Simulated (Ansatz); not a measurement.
A structure relaxed at r2SCAN/def2-SVP in Ansatz, charge -1, doublet:

```xyz
16

K    -0.511    3.533    1.052
K    -3.155    4.055   -2.583
K     5.636   -0.964    1.193
K     2.616    1.306    3.888
K     1.446   -0.258   -0.533
K     1.421    4.696   -2.900
K     3.209   -4.514   -0.759
K    -0.433    1.054   -4.755
K    -0.216   -3.458   -3.641
K    -3.056   -0.517   -1.514
K    -5.493   -2.494    1.761
K     2.209   -3.179    3.411
K    -5.058    2.254    1.310
K    -1.594   -0.518    3.057
K     4.260    3.463    0.332
K    -1.279   -4.458    0.681
```

(1) Give its formula.

(2) Summarise the bond lengths by kind (pairs closer than 1.2 times the sum of covalent radii, bridged metal pairs left out).

## Answers

(1) K₁₆⁻.

(2) 46 × K–K 4.43 to 4.85 Å.

The charge -1 doublet is spin-contaminated (final ⟨S²⟩ up to 2.30, 0.75 for a pure state). The structure comes from a short search, and lower isomers may exist.
